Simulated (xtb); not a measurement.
C₆H₁₁FO (SMILES C/C(=C/F)[C@H](C)CO), singlet, at a GFN2-xTB geometry; GFN0-xTB run with xtb.

Here is a job for xtb.
```
$ xtb coord --gfn 0 --json

# file coord
$coord
     -1.9416191756      -1.5187974339       2.7672105295  c
     -1.4054594655       0.0309882581       0.4648350211  c
     -3.0071059320       1.8173892794      -0.2389891465  c
     -2.6273377072       3.2807234216      -2.2955996308  f
      0.9579330129      -0.5030014039      -1.0424461194  c
      0.5508342272      -2.7743110621      -2.7875980477  c
      3.2554284737      -0.9518462617       0.6601985928  c
      3.5468792520       1.1318427318       2.2993534584  o
     -0.5888102201      -1.0508672871       4.2442448649  h
     -3.8332086080      -1.1440249458       3.4722785149  h
     -1.7742719653      -3.5247625211       2.3457944606  h
     -4.7474690108       2.3012046530       0.7096756668  h
      1.3569683373       1.1614965031      -2.2010124888  h
      0.1657840289      -4.4747416767      -1.6985031696  h
      2.2243053475      -3.1023652118      -3.9342985811  h
     -1.0400321455      -2.4219051834      -4.0374299686  h
      4.9341533539      -1.1751057438      -0.5435077968  h
      3.0098288006      -2.7059660176       1.7477986976  h
      5.1036910970       0.9532561675       3.2212638694  h
$end
```

**Question.** What does xtb print? Leave out banner, timings and long lists.

**Answer.** 
```
   ID    Z sym.   atoms
    1    6 c      1-3, 5-7
    2    9 f      4
    3    8 o      8
    4    1 h      9-19

           -------------------------------------------------
          |                Calculation Setup                |
           -------------------------------------------------

           -------------------------------------------------
          |                 G F N 0 - x T B                 |
           -------------------------------------------------

          ...................................................
          :                      SETUP                      :
          :.................................................:
          :  # basis functions                  54          :
          :  # atomic orbitals                  54          :
          :  # shells                           38          :
          :  # electrons                        48          :
          :  electronic temp.          300.0000000     K    :
          :  accuracy                    1.0000000          :
          :  -> integral cutoff          0.2500000E+02      :
          :  -> integral neglect         0.1000000E-07      :
          ...................................................

         :::::::::::::::::::::::::::::::::::::::::::::::::::::
         ::                     SUMMARY                     ::
         :::::::::::::::::::::::::::::::::::::::::::::::::::::
         :: total energy             -25.891592078325 Eh    ::
         :: gradient norm              0.033288008014 Eh/a0 ::
         :: HOMO-LUMO gap              4.591771908051 eV    ::
         ::.................................................::
         :: H0 energy                -26.123526859602 Eh    ::
         :: repulsion energy           0.332581230071 Eh    ::
         :: electrostat energy        -0.068691886172 Eh    ::
         :: -> Gsolv                   0.000000000000 Eh    ::
         ::    -> Gsasa                0.000000000000 Eh    ::
         ::    -> Gshift               0.000000000000 Eh    ::
         :: dispersion energy         -0.006461759356 Eh    ::
         :: short-range corr.         -0.025492803265 Eh    ::
         :: add. restraining           0.000000000000 Eh    ::
         :: total charge               0.000000000000 e     ::
         :::::::::::::::::::::::::::::::::::::::::::::::::::::

           -------------------------------------------------
          |                Property Printout                |
           -------------------------------------------------

    * Orbital Energies and Occupations

         #    Occupation            Energy/Eh            Energy/eV
      -------------------------------------------------------------
         1        2.0000           -0.8168753             -22.2283
       ...           ...                  ...                  ...
        12        2.0000           -0.5376467             -14.6301
        13        2.0000           -0.5258181             -14.3082
        14        2.0000           -0.5229398             -14.2299
        15        2.0000           -0.5212858             -14.1849
        16        2.0000           -0.4988331             -13.5739
        17        2.0000           -0.4883196             -13.2879
        18        2.0000           -0.4828009             -13.1377
        19        2.0000           -0.4680146             -12.7353
        20        2.0000           -0.4675893             -12.7238
        21        2.0000           -0.4600316             -12.5181
        22        2.0000           -0.4336428             -11.8000
        23        2.0000           -0.4148146             -11.2877
        24        2.0000           -0.4083349             -11.1114 (HOMO)
        25                         -0.2395904              -6.5196 (LUMO)
        26                         -0.1693222              -4.6075
        27                         -0.1492062              -4.0601
        28                         -0.1454852              -3.9589
        29                         -0.1321239              -3.5953
        30                         -0.1241334              -3.3778
        31                         -0.1162587              -3.1636
        32                         -0.0972044              -2.6451
        33                         -0.0864344              -2.3520
        34                         -0.0781323              -2.1261
        35                         -0.0627836              -1.7084
       ...                                ...                  ...
        54                          0.5635097              15.3339
      -------------------------------------------------------------
                  HL-Gap            0.1687445 Eh            4.5918 eV
             Fermi-level            0.0000000 Eh            0.0000 eV

     #   Z          covCN         q      C6AA      α(0)
     1   6 c        3.762    -0.359    31.522     8.100
     2   6 c        2.943     0.008    29.325     8.854
     3   6 c        2.706     0.056    28.218     8.667
     4   9 f        0.785    -0.231    11.609     3.925
     5   6 c        3.857     0.059    21.910     6.739
     6   6 c        3.756    -0.445    34.086     8.424
     7   6 c        3.677     0.081    21.720     6.752
     8   8 o        1.656    -0.555    23.930     6.617
     9   1 h        0.925     0.156     1.354     1.820
    10   1 h        0.925     0.122     1.594     1.974
    11   1 h        0.925     0.119     1.621     1.991
    12   1 h        0.926     0.076     2.016     2.221
    13   1 h        0.924     0.104     1.748     2.067
    14   1 h        0.925     0.136     1.489     1.908
    15   1 h        0.925     0.134     1.504     1.918
    16   1 h        0.925     0.156     1.353     1.819
    17   1 h        0.923     0.044     2.396     2.421
    18   1 h        0.923     0.048     2.349     2.397
    19   1 h        0.805     0.289     0.755     1.365

 Mol. C6AA /au·bohr⁶  :       2875.421466
 Mol. C8AA /au·bohr⁸  :      64226.672948
 Mol. α(0) /au        :         79.978601

Wiberg/Mayer (AO) data.
largest (>0.10) Wiberg bond orders for each atom

 ---------------------------------------------------------------------------
     #   Z sym  total        # sym  WBO       # sym  WBO       # sym  WBO
 ---------------------------------------------------------------------------
     1   6 c    3.980 --     2 c    1.018    10 h    0.978    11 h    0.972
                             9 h    0.968
     2   6 c    3.971 --     3 c    1.862     1 c    1.018     5 c    0.999
     3   6 c    3.866 --     2 c    1.862    12 h    0.963     4 f    0.949
     4   9 f    1.106 --     3 c    0.949
     5   6 c    3.992 --     2 c    0.999     6 c    0.996     7 c    0.995
                            13 h    0.969
     6   6 c    3.980 --     5 c    0.996    15 h    0.982    16 h    0.981
                            14 h    0.979
     7   6 c    3.957 --     5 c    0.995     8 o    0.991    17 h    0.974
                            18 h    0.972
     8   8 o    2.043 --     7 c    0.991    19 h    0.985
     9   1 h    0.990 --     1 c    0.968
    10   1 h    0.977 --     1 c    0.978
    11   1 h    0.981 --     1 c    0.972
    12   1 h    1.005 --     3 c    0.963
    13   1 h    0.993 --     5 c    0.969
    14   1 h    0.977 --     6 c    0.979
    15   1 h    0.980 --     6 c    0.982
    16   1 h    0.982 --     6 c    0.981
    17   1 h    0.989 --     7 c    0.974
    18   1 h    0.986 --     7 c    0.972
    19   1 h    0.985 --     8 o    0.985
 ---------------------------------------------------------------------------

Topologies differ in total number of bonds
Writing topology from bond orders to xtbtopo.mol

 dipole moment from electron density (au)
     X       Y       Z
   0.3983  -0.9356   0.6215  total (Debye):    3.029

           -------------------------------------------------
          | TOTAL ENERGY              -25.891592078325 Eh   |
          | GRADIENT NORM               0.033288008014 Eh/α |
          | HOMO-LUMO GAP               4.591771908051 eV   |
           -------------------------------------------------

normal termination of xtb
```
